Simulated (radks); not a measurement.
Problem. Radial electron density D(r) = 4 pi r^2 rho(r) of an atom or ion with 30 electrons. All-electron calculation, scalar-relativistic Kohn-Sham, BLYP, spin-polarised, spherical densities, finite nucleus; Fermi nuclear charge, rms radius of each element as measured or else 0.836 A^(1/3) + 0.57 fm. Program: a radial shooting solver on a logarithmic mesh with Libxc functionals.

r (bohr),D(r) (e/bohr)
0.006173,7.364
0.008103,11.10
0.01055,15.95
0.01374,21.92
0.01803,28.61
0.02348,34.37
0.03082,37.74
0.04014,37.22
0.05268,33.56
0.0686,30.58
0.08932,32.47
0.1172,39.46
0.1527,43.94
0.2004,38.39
0.2609,26.74
0.3425,21.05
0.446,24.59
0.5807,26.36
0.7622,19.73
0.9925,10.68
1.303,4.782
1.696,2.404
2.227,1.294
2.899,0.5794
3.775,0.1686
4.955,0.02472
6.453,0.001670

What is the nuclear charge?

Solution. Z = 31. The innermost maximum, from 1s, lies near gamma/Z bohr with gamma = sqrt(1 - (Z/c)^2) = 0.974, here 0.0314 bohr (found: 0.0339), and its height grows with Z. The density is that of the gallium ion Ga+ in [Ar] 3d10 4s2; the configuration itself is not fixed sharply by these data, and Z only to about a unit. D(r) has 3 maxima, at r = 0.0339, 0.154, 0.540 bohr, and minima at 0.0720, 0.342 bohr, inside which lie 2.08, 10.95 electrons.
